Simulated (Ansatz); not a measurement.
A structure relaxed at PBE-D4/def2-SVP in Ansatz, charge 1, doublet:

```xyz
6

Li    1.3427   -1.4792   -0.0168
Li    0.1951    1.7026   -2.7976
Li    0.3689    1.2029    1.5539
Li   -1.8318   -0.7758    0.1914
Se   -0.1318   -1.1496    1.8832
Se    0.0569    0.4991   -0.8141
```

(1) Give its formula and point group.

(2) Summarise the bond lengths by kind (pairs closer than 1.2 times the sum of covalent radii, bridged metal pairs left out).

Answers

(1) Li₄Se₂⁺ (the lowest doublet isomer of a short search). Point group C3v (tolerance 0.1 Å).

(2) 7 × Li–Se 2.32 to 2.49 Å.

The structure comes from a short search, and lower isomers may exist.
